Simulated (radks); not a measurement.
Q: Coherent X-ray form factor from a spherical all-electron density. Method: non-relativistic Kohn-Sham, TPSS, spin-polarised, spherical densities, point nucleus; meta-GGA in the generalised Kohn-Sham scheme; computed with a radial shooting solver on a logarithmic mesh with Libxc functionals.

sin(theta)/lambda (1/angstrom),f0 (electrons)
0.05,47.630
0.1,46.563
0.15,44.918
0.2,42.854
0.25,40.542
0.3,38.131
0.4,33.427
0.5,29.249
0.6,25.756
0.8,20.748
1,17.649
1.25,14.938
1.5,12.562
2,8.583

The species is in the configuration that NIST lists as its ground one. Which atom or ion scatters so?

A: The caesium ion Cs7+, [Kr] 4d10 5s2. Extrapolating in s^2 from the first two rows gives f0(0) = 48.0, near the electron count 48; among species with that count, the fall with angle is slower the higher Z, and the table is that of Z = 55; from so few rows the species is fixed only to a neighbour or two.
